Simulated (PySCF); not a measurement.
Species: C3BF3O.
SMILES with atom numbers: `[O:1]=[c:2]1[c:3]([F:4])[c:5]1[B:6]([F:7])[F:8]`

Method used: PBE0-D3(BJ)/def2-SVP geometry optimisation, gas phase in PySCF.

(1) Give the optimised bond lengths and angles.

Results:

(1) 
```tsv
bond	length (bohr)
O1=C2	2.250
C2–C3	2.660
C3–F4	2.456
C3–C5	2.528
C5–B6	2.932
B6–F7, B6–F8	2.478
C2–C5	2.805
```

Bonds in one row agree within 0.02 bohr and their mean is given. A selection of angles:
```tsv
angle	degrees
O1–C2–C3	156.8
O1–C2–C5	148.2
C3–C2–C5	55.0
C2–C3–F4	154.0
C2–C3–C5	65.4
F4–C3–C5	140.6
C3–C5–B6	153.4
C2–C5–C3	59.6
C2–C5–B6	147.0
C5–B6–F7	120.4
C5–B6–F8	120.6
F7–B6–F8	119.0
```

Torsions: C3–C5–B6–F7 99° (anticlinal). The mirror-image conformer, all signs reversed, is as good.

The 3 C–C bonds span 1.338 Å (C3–C5, drawn aromatic) to 1.484 Å (C2–C5, drawn aromatic), a spread of 0.146 Å. The 3-membered ring C2–C3–C5 has internal angles of 55.0° to 65.4°. B6 (three-coordinate boron) is planar (angles 120.6°, 120.4° and 119.0°, sum 360.0°, 0.02 Å off the plane of its three neighbours).

Point group: near Cs, missed by 0.23 Å at most; the miss may be what the optimiser left on a soft mode. Stationary, but not proved a minimum. The numbers are those of one conformer.
